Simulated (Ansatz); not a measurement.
Computed with Ansatz on PBE0-D4/def2-TZVP structures; ΔE is electronic, products minus reactants. CCSD(T)/CBS is the MP2 limit (def2-TZVPP, def2-QZVPP) plus CCSD(T) − MP2 in def2-TZVPP, frozen cores. Each species was taken in one conformer, which may not be the lowest.

`[SiH3][N]([SiH3])[AlH][Cl]` + `COC(C)(C)C` → `C[O][AlH][Cl]` + `CC(C)(C)N([SiH3])[SiH3]`  (formal exchange of groups at the Al–N bond)

| species | HF/def2-SVP energy (Eh) |
| --- | --- |
| `[SiH3][N]([SiH3])[AlH][Cl]` | -1337.51560 |
| `COC(C)(C)C` | -270.97923 |
| `C[O][AlH][Cl]` | -816.28386 |
| `CC(C)(C)N([SiH3])[SiH3]` | -792.21173 |

Task: Work out ΔE.

Result: ΔE = (-816.28386) + (-792.21173) − (-1337.51560) − (-270.97923) = -0.00076 Eh = -2.0 kJ/mol. CCSD(T)/CBS gives -17.3 kJ/mol.

Largest T1 diagnostic among the species: 0.011.

In def2-TZVPP, CCSD(T) changes the Hartree–Fock value by −13.2 kJ/mol (the triples alone add −1.0 kJ/mol) and MP2 by −18.4 kJ/mol. Leaving LDA and LC-ωPBE aside and taking each functional with its dispersion term where it has one, the values, not all of them listed here, spread over 10.0 kJ/mol, from revPBE-D4 to r2SCAN-D4. LDA lies −8.6 kJ/mol from PBE without D4.
